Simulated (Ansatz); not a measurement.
Cost and result for the atomization energy of `[SiH3][SiH](S)[AsH2]` (11 atoms, 10 bonds).

```xyz
11

Si    0.951    0.559   -1.391
Si   -0.690    0.297    0.249
S    -0.290    1.777    1.749
As   -0.668   -1.852    1.244
H     0.701   -0.437   -2.467
H     0.938    1.925   -1.980
H     2.285    0.298   -0.788
H    -2.051    0.487   -0.329
H    -1.280    1.392    2.572
H     0.854   -1.900    1.253
H    -0.750   -2.546   -0.111
```

Total charge 0; spin multiplicity 1. Correlated methods include outer-core shells of As, which these sets cover unevenly. Scalar relativity is left out up to krypton. The geometry is a stationary point of PBE0-D4/def2-TZVP. It is one conformer, not always the lowest. Program: Ansatz. All runs use 4 threads of an Intel Xeon on a shared host. Times are those of one run each, without the atoms' runs, and a repeat can differ threefold. Electronic energies, without spin–orbit coupling; frozen cores. CCSD(T)/CBS adds CCSD(T) − MP2 in def2-TZVPP to the MP2 limit, and its time is that of the two runs behind it. T1 = 0.012. With those shells the extrapolation isn't a true limit. B3LYP takes the VWN-RPA correlation (the form of Gaussian; ORCA's B3LYP/G).

CCSD(T)/CBS is a level of theory with its own doubt, some kJ/mol a heavy atom from the limit and from the frozen cores, so smaller differences don't rank the functionals.

```csv
level,functions,wall time
PBE-D4/def2-TZVPP (with forces),272,2.7 s
PBE0-D4/def2-TZVPP,272,3.8 s
r2SCAN-D4/def2-TZVPP (with forces),272,4.6 s
B3LYP-D4/def2-TZVPP (with forces),272,6 s
B2PLYP/def2-TZVPP,272,6 s
ωB97X-V/def2-TZVPP,272,9 s
ωB97M-V/def2-TZVPP (with forces),272,12 s
MP2/def2-QZVPP,509,24 s
CCSD(T)/def2-TZVPP,272,2.1 min
CCSD(T)/CBS(def2),–,2.5 min
```

(1) What atomization energy does each give, and how far from CCSD(T)/CBS? (Best estimate.)

Results:

(1) Computed: 
```csv
level,atomization (kJ/mol),difference from CCSD(T)/CBS,per bond
PBE-D4/def2-TZVPP (with forces),3063.4,-13.1,-1.3
PBE0-D4/def2-TZVPP,3044.0,-32.5,-3.2
r2SCAN-D4/def2-TZVPP (with forces),3080.1,3.6,0.4
B3LYP-D4/def2-TZVPP (with forces),3075.9,-0.6,-0.1
B2PLYP/def2-TZVPP,3010.5,-66.0,-6.6
ωB97X-V/def2-TZVPP,3118.8,42.3,4.2
ωB97M-V/def2-TZVPP (with forces),3075.3,-1.2,-0.1
MP2/def2-QZVPP,3001.1,-75.4,-7.5
CCSD(T)/def2-TZVPP,2983.7,-92.8,-9.3
CCSD(T)/CBS(def2),3076.5,0.0,0.0
```

The D4 term adds +53.3 kJ/mol with B3LYP and +28.3 kJ/mol with PBE0; it sums over pairs of atoms, weighted by their polarisabilities, and B3LYP, whose exchange is more repulsive, gets the larger term. In def2-TZVPP, CCSD(T) changes the Hartree–Fock value by +776.1 kJ/mol (the triples alone add +40.4 kJ/mol) and MP2 by +739.1 kJ/mol; breaking electron pairs costs correlation energy, which Hartree–Fock lacks. From PBE to PBE0 (25 % exact exchange), in def2-TZVPP and without D4, the atomization energy moves by −15.1 kJ/mol: exact exchange takes away binding that semilocal exchange gives to molecules.
